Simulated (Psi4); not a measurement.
Two rigid molecules brought together: CH4 ··· C2H2 (SMILES C and C#C). Monomers: optimised at B3LYP-D3(BJ) (def2-TZVP), held rigid. Orientation: lowest of the rigid-body minima from ten starts at GFN2-xTB. Only R, the distance of the centres of mass, is varied, so the lowest point isn't the relaxed dimer.

Computed with: PBE/def2-TZVP, counterpoise-corrected (Psi4); PBE-D3(BJ)/def2-TZVP, counterpoise-corrected (Psi4); PBE0/def2-TZVP, counterpoise-corrected (Psi4); SAPT0/jun-cc-pVDZ, frozen core (Psi4).

Interaction energies in kcal/mol; the last columns give the difference from SAPT0:

```tsv
R / Å	PBE/def2-TZVP	PBE-D3(BJ)/def2-TZVP	PBE0/def2-TZVP	SAPT0/jun-cc-pVDZ	PBE/def2-TZVP − SAPT0/jun-cc-pVDZ	PBE-D3(BJ)/def2-TZVP − SAPT0/jun-cc-pVDZ	PBE0/def2-TZVP − SAPT0/jun-cc-pVDZ
3.31	3.06	2.08	3.13	3.45	-0.40	-1.37	-0.32
3.53	1.11	0.29	1.18	1.36	-0.24	-1.07	-0.18
3.74	0.24	-0.45	0.31	0.38	-0.13	-0.83	-0.07
3.91	-0.09	-0.68	-0.02	0.00	-0.08	-0.68	-0.02
4.10	-0.25	-0.74	-0.19	-0.20	-0.05	-0.54	0.01
4.35	-0.30	-0.68	-0.24	-0.27	-0.03	-0.41	0.02
4.57	-0.28	-0.58	-0.23	-0.25	-0.03	-0.32	0.02
4.95	-0.20	-0.39	-0.16	-0.19	-0.01	-0.20	0.02
5.41	-0.11	-0.23	-0.09	-0.12	0.01	-0.11	0.03
6.13	-0.04	-0.09	-0.04	-0.06	0.02	-0.04	0.02
7.08	-0.01	-0.03	-0.01	-0.02	0.01	-0.01	0.01
8.40	0.00	-0.01	0.00	-0.01	0.00	0.00	0.00
```

PBE/def2-TZVP is furthest from SAPT0/jun-cc-pVDZ at 3.31 (-0.40 kcal/mol, below); its mean absolute difference over the points is 0.08 kcal/mol.

PBE-D3(BJ)/def2-TZVP is furthest from SAPT0/jun-cc-pVDZ at 3.31 (-1.37 kcal/mol, below); its mean absolute difference over the points is 0.47 kcal/mol.

PBE0/def2-TZVP is furthest from SAPT0/jun-cc-pVDZ at 3.31 (-0.32 kcal/mol, below); its mean absolute difference over the points is 0.06 kcal/mol.
